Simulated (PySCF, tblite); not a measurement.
Compound: CH₈FN₃Si.
Numbering: `[CH3:1][NH:2][Si:3]([NH2:4])([NH2:5])[F:6]` (hydrogens: H7, H8, H9 on C1; H10 on N2; H11, H12 on N4; H13, H14 on N5)

Computed with GFN2-xTB (tblite), gas phase: nudged elastic band of 9 images (0 to 8), spring 0.2 eV/Å², climbing image at the end, force threshold 0.05 eV/Å. The top image wasn't refined or checked by frequencies; at this threshold it can lie a kcal/mol or more above the true saddle point of the method.

Path: rotation about Si3–N2 (fluorine-bound silicon, silicon-bound nitrogen), followed by the dihedral N4–Si3–N2–C1.

Image 0 (start, dihedral 46°):
```
atom  x, y, z in Å
C1      1.841    0.889   -0.068
N2      0.956   -0.203   -0.398
Si3    -0.587   -0.467    0.301
N4     -1.558    0.954    0.382
N5     -1.226   -1.820   -0.542
F6     -0.554   -0.937    1.852
H7      2.537    0.635    0.738
H8      2.422    1.183   -0.946
H9      1.247    1.742    0.254
H10     1.461   -1.011   -0.725
H11    -1.502    1.525    1.209
H12    -1.659    1.528   -0.436
H13    -1.358   -1.748   -1.536
H14    -2.021   -2.272   -0.123
```

Image 8 (end, +0.024 eV, dihedral 172°):
```
atom  x, y, z in Å
C1      2.091    0.268    0.029
N2      0.754    0.701   -0.314
Si3    -0.669   -0.028    0.311
N4     -2.104    0.839   -0.087
N5     -0.755   -1.723    0.022
F6     -0.564    0.088    1.915
H7      2.434   -0.567   -0.592
H8      2.790    1.099   -0.083
H9      2.090   -0.054    1.066
H10     0.717    1.105   -1.236
H11    -2.232    1.745    0.332
H12    -2.422    0.854   -1.040
H13    -0.716   -2.070   -0.920
H14    -1.414   -2.259    0.562
```

Task: What do the inner images look like?

Result: 
Image 1: +0.016 eV, dihedral 63°
```
atom  x, y, z in Å
C1      1.903    0.840   -0.005
N2      0.919   -0.107   -0.478
Si3    -0.593   -0.409    0.274
N4     -1.653    0.949    0.314
N5     -1.181   -1.836   -0.483
F6     -0.489   -0.781    1.848
H7      2.625    0.381    0.678
H8      2.450    1.270   -0.848
H9      1.397    1.642    0.528
H10     1.348   -0.878   -0.965
H11    -1.616    1.566    1.109
H12    -1.810    1.477   -0.527
H13    -1.365   -1.808   -1.470
H14    -1.936   -2.306   -0.012
```

Image 2: +0.044 eV, dihedral 78°
```
atom  x, y, z in Å
C1      1.959    0.779    0.047
N2      0.888   -0.001   -0.532
Si3    -0.600   -0.350    0.252
N4     -1.746    0.938    0.253
N5     -1.137   -1.841   -0.417
F6     -0.429   -0.626    1.837
H7      2.688    0.150    0.571
H8      2.482    1.340   -0.731
H9      1.542    1.480    0.766
H10     1.240   -0.697   -1.170
H11    -1.729    1.598    1.012
H12    -1.954    1.413   -0.610
H13    -1.333   -1.875   -1.402
H14    -1.871   -2.310    0.087
```

Image 3: +0.073 eV, dihedral 94°
```
atom  x, y, z in Å
C1      2.010    0.704    0.087
N2      0.857    0.121   -0.562
Si3    -0.610   -0.291    0.238
N4     -1.838    0.921    0.196
N5     -1.087   -1.838   -0.346
F6     -0.386   -0.473    1.827
H7      2.716   -0.057    0.436
H8      2.533    1.371   -0.604
H9      1.680    1.278    0.949
H10     1.127   -0.459   -1.341
H11    -1.844    1.621    0.920
H12    -2.079    1.343   -0.685
H13    -1.272   -1.937   -1.330
H14    -1.807   -2.307    0.178
```

Image 4 (top): +0.089 eV, dihedral 111°
```
atom  x, y, z in Å
C1      2.053    0.617    0.112
N2      0.824    0.259   -0.564
Si3    -0.622   -0.232    0.232
N4     -1.924    0.899    0.139
N5     -1.028   -1.829   -0.271
F6     -0.367   -0.326    1.821
H7      2.707   -0.246    0.276
H8      2.597    1.359   -0.478
H9      1.807    1.046    1.079
H10     1.008   -0.154   -1.465
H11    -1.955    1.635    0.826
H12    -2.181    1.269   -0.760
H13    -1.183   -1.993   -1.250
H14    -1.736   -2.304    0.265
```

Image 5: +0.082 eV, dihedral 127°
```
atom  x, y, z in Å
C1      2.079    0.527    0.117
N2      0.794    0.394   -0.536
Si3    -0.634   -0.179    0.235
N4     -1.993    0.876    0.081
N5     -0.961   -1.815   -0.198
F6     -0.379   -0.200    1.826
H7      2.663   -0.400    0.102
H8      2.659    1.312   -0.374
H9      1.909    0.806    1.152
H10     0.902    0.171   -1.515
H11    -2.054    1.642    0.734
H12    -2.249    1.202   -0.836
H13    -1.081   -2.036   -1.171
H14    -1.655   -2.301    0.345
```

Image 6: +0.060 eV, dihedral 143°
```
atom  x, y, z in Å
C1      2.091    0.430    0.101
N2      0.769    0.523   -0.483
Si3    -0.648   -0.123    0.249
N4     -2.050    0.857    0.016
N5     -0.881   -1.791   -0.121
F6     -0.422   -0.081    1.843
H7      2.588   -0.523   -0.110
H8      2.714    1.241   -0.279
H9      1.991    0.533    1.178
H10     0.810    0.513   -1.491
H11    -2.156    1.645    0.636
H12    -2.293    1.137   -0.918
H13    -0.956   -2.066   -1.085
H14    -1.558   -2.295    0.428
```

Image 7: +0.037 eV, dihedral 159°
```
atom  x, y, z in Å
C1      2.087    0.333    0.065
N2      0.753    0.631   -0.410
Si3    -0.662   -0.066    0.272
N4     -2.093    0.841   -0.053
N5     -0.792   -1.755   -0.038
F6     -0.499    0.029    1.872
H7      2.492   -0.596   -0.351
H8      2.759    1.154   -0.191
H9      2.043    0.233    1.146
H10     0.746    0.836   -1.398
H11    -2.260    1.641    0.535
H12    -2.310    1.078   -1.006
H13    -0.811   -2.079   -0.991
H14    -1.452   -2.280    0.512
```

The largest changes of bonds and angles from start to top: Si3–F6 1.621 → 1.612 Å, N2–Si3 1.715 → 1.722 Å, Si3–N4 1.722 → 1.727 Å, Si3–N5 1.717 → 1.722 Å, N2–Si3–F6 114.6 → 109.9°, N2–Si3–N5 104.8 → 109.1°, N4–Si3–N5 117.6 → 114.4°. GFN2-xTB torsional profiles can miss by a kcal/mol or more and can put conformers in the wrong order.

Task: What do single points at PBE0/pcSseg-1 (PySCF, no dispersion term) give on some images?

Result: 
```csv
image,GFN2-xTB E (eV),DFT E (eV),HOMO (eV),LUMO (eV),dipole (D)
0,0.000,0.000,-6.81,1.06,2.51
2,0.044,0.165,-6.52,1.06,2.42
4,0.089,0.331,-6.35,1.00,2.63
6,0.060,0.284,-6.52,0.94,3.01
8,0.024,0.125,-6.78,0.96,3.49
```

Energies count from image 0 at each level. At the GFN2-xTB top the DFT energy is 7.6 kcal/mol against 2.0; the geometries weren't optimised at the DFT level.

The cost below is that of the whole band run. Cost: about 8 s of CPU time on one thread; the machine was shared, so the figure is rough.
